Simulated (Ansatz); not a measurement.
Isolated molecules relaxed with PBE0-D4/def2-TZVP in Ansatz; ΔE leaves out vibrations. CCSD(T)/CBS is the MP2 limit (def2-TZVPP, def2-QZVPP) plus CCSD(T) − MP2 in def2-TZVPP, frozen cores. Functionals use def2-TZVPP. B3LYP here is the variant with VWN-RPA as its local correlation; programs differ in this. One conformer a species, not always the lowest.

Consider the cleavage of the B–Si bond: `CNB[SiH2]O` + `OCF` → `CNBOCF` + `O[SiH3]`.

```json
{"level": "PBE0-D4", "ΔE (kJ/mol)": "-116.2", "difference from CCSD(T)/CBS": "8.9"}
{"level": "B3LYP-D4", "ΔE (kJ/mol)": "-127.3", "difference from CCSD(T)/CBS": "-2.2"}
{"level": "ωB97X-V", "ΔE (kJ/mol)": "-126.4", "difference from CCSD(T)/CBS": "-1.3"}
{"level": "B2PLYP", "ΔE (kJ/mol)": "-129.9", "difference from CCSD(T)/CBS": "-4.8"}
{"level": "PBE", "ΔE (kJ/mol)": "-109.4", "difference from CCSD(T)/CBS": "15.7"}
{"level": "r2SCAN", "ΔE (kJ/mol)": "-125.4", "difference from CCSD(T)/CBS": "-0.3"}
{"level": "B3LYP", "ΔE (kJ/mol)": "-126.9", "difference from CCSD(T)/CBS": "-1.8"}
{"level": "HF/def2-TZVPP", "ΔE (kJ/mol)": "-146.4", "difference from CCSD(T)/CBS": "-21.3"}
{"level": "SCS-MP2/def2-TZVPP", "ΔE (kJ/mol)": "-132.6", "difference from CCSD(T)/CBS": "-7.5"}
{"level": "CCSD/def2-TZVPP", "ΔE (kJ/mol)": "-129.0", "difference from CCSD(T)/CBS": "-3.9"}
{"level": "CCSD(T)/def2-TZVPP", "ΔE (kJ/mol)": "-126.9", "difference from CCSD(T)/CBS": "-1.8"}
{"level": "HF/def2-QZVPP", "ΔE (kJ/mol)": "-147.1", "difference from CCSD(T)/CBS": "-22.0"}
{"level": "MP2/def2-QZVPP", "ΔE (kJ/mol)": "-130.7", "difference from CCSD(T)/CBS": "-5.6"}
{"level": "SCS-MP2/def2-QZVPP", "ΔE (kJ/mol)": "-131.8", "difference from CCSD(T)/CBS": "-6.7"}
{"level": "HF/CBS(def2)", "ΔE (kJ/mol)": "-147.2", "difference from CCSD(T)/CBS": "-22.1"}
{"level": "MP2/CBS(def2)", "ΔE (kJ/mol)": "-129.7", "difference from CCSD(T)/CBS": "-4.6"}
{"level": "CCSD(T)/CBS", "ΔE (kJ/mol)": "-125.1", "difference from CCSD(T)/CBS": "0"}
```

Largest T1 diagnostic among the species: 0.013.

In def2-TZVPP, CCSD(T) changes the Hartree–Fock value by +19.5 kJ/mol (the triples alone add +2.1 kJ/mol) and MP2 by +14.9 kJ/mol. From PBE to PBE0 (25 % exact exchange), in def2-TZVPP and without D4, ΔE moves by −6.7 kJ/mol.

CCSD(T)/CBS has its own doubt, a few kJ/mol and more with outer-core shells, so smaller differences from it don't rank the levels.
